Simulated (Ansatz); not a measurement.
Reaction (substitution at a C–O bond): `CCOBS` + `CB(O)F` → `CCOB(C)F` + `OBS`

Computed with Ansatz on PBE0-D4/def2-TZVP structures; ΔE is electronic, products minus reactants. CCSD(T)/CBS is the MP2 limit (def2-TZVPP, def2-QZVPP) plus CCSD(T) − MP2 in def2-TZVPP, frozen cores. Functionals use def2-TZVPP. One conformer a species, not always the lowest.

| species | PBE-D4 energy (Eh) |
| --- | --- |
| `CCOBS` | -578.44115 |
| `CB(O)F` | -240.39335 |
| `CCOB(C)F` | -318.92546 |
| `OBS` | -499.90711 |

Work out ΔE.

ΔE = (-318.92546) + (-499.90711) − (-578.44115) − (-240.39335) = 0.00193 Eh = +0.05 eV. CCSD(T)/CBS gives +0.05 eV.

Largest T1 diagnostic among the species: 0.013.
